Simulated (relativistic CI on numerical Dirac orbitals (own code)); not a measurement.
Transition arrays of Ag²¹⁺

These numbers are calculated, not measured: Dirac-Coulomb-Breit CI, orbitals from a KLI potential per configuration, model QED (radiative potential, 1s self-energy scaled to tabulated hydrogen-like ionisation energies), valence Slater integrals scaled by 0.9, whole transition arrays (own radial code, finite nucleus).

Configurations in the expansion (outside the closed core [Ne] 3s2): 3p⁶3d⁸, 3p⁶3d⁷4f, 3p⁵3d⁹, 3p⁶3d⁷4p, 3p⁶3d⁷5f. Levels of other configurations are missing.

All E1 lines from the levels of 3p⁶3d⁸; mean and standard deviation are weighted by gf, and upper levels are sorted by their leading configuration.

```
Upper configuration  Lines    Σgf  Mean (eV)  Mean (nm)  σ (eV)  Strongest line (nm)
           3p⁶3d⁷4f    721  218.7     599.25      2.069    5.69                2.049
             3p⁵3d⁹     60   17.4     211.44      5.864   15.11                5.412
           3p⁶3d⁷4p    466   16.9     452.94      2.737    5.30                2.752
           3p⁶3d⁷5f    721   91.8     750.18      1.653    6.31                1.652
```

Σgf per state of the lower configuration in bins of 0.1 nm over the central range (centre: value): 1.65: 2.03, 2.05: 4.47, 2.15: 0.39, 2.75: 0.33, 5.45: 0.08.

Task: How do configuration mixing and the scaling of the Slater integrals move the arrays?

Result: Slater scale 0.9, no configuration mixing: 3p⁶3d⁷4f 599.9 ± 5.8 eV (Σgf 233.6), 3p⁵3d⁹ 212.3 ± 15.2 eV (Σgf 19.4), 3p⁶3d⁷4p 453.0 ± 5.3 eV (Σgf 15.4), 3p⁶3d⁷5f 749.5 ± 6.3 eV (Σgf 69.2); Slater scale 1: 3p⁶3d⁷4f 600.7 ± 6.1 eV (Σgf 219.3), 3p⁵3d⁹ 211.8 ± 15.6 eV (Σgf 17.2), 3p⁶3d⁷4p 453.1 ± 5.8 eV (Σgf 17.1), 3p⁶3d⁷5f 750.8 ± 6.8 eV (Σgf 92.2); Slater scale 0.8: 3p⁶3d⁷4f 597.8 ± 5.3 eV (Σgf 218.0), 3p⁵3d⁹ 211.1 ± 14.7 eV (Σgf 17.6), 3p⁶3d⁷4p 452.8 ± 4.8 eV (Σgf 16.7), 3p⁶3d⁷5f 749.5 ± 5.8 eV (Σgf 91.4). With mixing, levels are counted to their leading configuration, so an array can shrink or vanish into another, and the sums then hold other lines.
